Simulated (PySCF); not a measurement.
**Cobalt: a sound run and one with changed settings**

Sound run: Co [Ar] 3d7 4s2, Co⁺ [Ar] 3d8. All numbers are calculated (PySCF 2.14, the non-relativistic Hamiltonian (point nucleus), in 6-31G*). The sound run starts from symmetry-adapted Hartree-Fock orbitals and uses a fine grid where one is needed.

A second run was set up differently.

| species | method | sound run (hartree) | changed run (hartree) | converged |
| --- | --- | --- | --- | --- |
| Co | UHF | -1381.19882 | -1381.19882 | yes |
| Co | TPSS | -1382.52177 | -1374.44650 | yes |
| Co | PBE | -1382.23609 | -1374.51438 | yes |
| Co⁺ | UHF | -1380.86053 | -1380.86053 | yes |
| Co⁺ | TPSS | -1382.19673 | -1374.43780 | yes |
| Co⁺ | PBE | -1381.90424 | -1374.48180 | yes |

Ionisation energy of Co:

| method | sound run (eV) | changed run (eV) |
| --- | --- | --- |
| UHF | 9.205 | 9.205 |
| TPSS | 8.845 | 0.237 |
| PBE | 9.030 | 0.887 |

(1) What was changed?
A. minimal basis
B. level shift left on
C. radial grid too coarse
D. all electrons correlated in a valence basis

Answers

(1) C. It used radial step 1.2 in ln r (0.13 in the sound run). A coarse radial grid mis-integrates the density and the exchange-correlation energy, with errors of either sign; Hartree-Fock needs no grid.
